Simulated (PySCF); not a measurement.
## UHF on Ti⁺ (titanium, charge +1)

Configuration: [Ar] 3d2 4s1, high-spin 4F determinant. Computed with PySCF 2.14 in cc-pVDZ-DK (6s5p3d1f, 43 functions), with scalar relativity by spin-free X2C-1e.

```
Total energy                        : -852.540151 hartree
One-electron energy                 : -1162.7063 hartree
Hartree (Coulomb) energy            : 351.4509 hartree
Exchange energy                     : -41.2848 hartree
⟨S²⟩                                : 3.7523
⟨L²⟩                                : 12.033
Sum of ⟨r⟩                          : 17.27 bohr
Sum of ⟨r²⟩                         : 29.19 bohr²
Langevin diamagnetic susceptibility : -23.1 ×10⁻⁶ cm³/mol
Time after the integrals            : 0.1 s of wall time on 1 thread of Neoverse-V2 (shared host)
```

```tsv
shell	electrons	mean orbital energy (hartree)	rms radius, mean of both spins (bohr)
1s α	1	-184.67816	0.0804
1s β	1	-184.67467	0.0804
2s α	1	-21.94220	0.350
2s β	1	-21.90376	0.350
2p α	3	-18.11012	0.320
2p β	3	-18.07419	0.320
3s α	1	-3.24061	1.08
3s β	1	-3.10041	1.08
3p α	3	-2.14588	1.18
3p β	3	-1.98291	1.18
3d α	2	-0.70776	1.63
4s α	1	-0.47932	3.50
```

Densities and radii are taken from the X2C orbitals without a picture-change correction, which distorts them close to the nucleus.
